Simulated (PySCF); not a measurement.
Si(Cl)3(SiH3) (Cl3H3Si2), SMILES [SiH3][Si](Cl)(Cl)Cl.

Geometry: B3LYP-D3(BJ)/def2-SVP.

Calculation: HF/def2-TZVP (PySCF).

The molecule is in vacuum.

```json
{
 "total_energy": "-1958.33046 hartree",
 "point_group": "C3v",
 "highest_occupied_level": "-11.42 eV",
 "lowest_empty_level": "2.89 eV",
 "orbital_gap": "14.30 eV",
 "dipole_moment": "1.81 D",
 "quadrupole, principal values (traceless, Buckingham form, about the centre of nuclear charge)": "-1.70, -1.70, 3.39 D·Å",
 "mean_static_polarisability": "81.7 bohr³ (12.11 Å³)",
 "polarisability_principal_values": "80.7, 80.7, 83.7 bohr³"
}
```
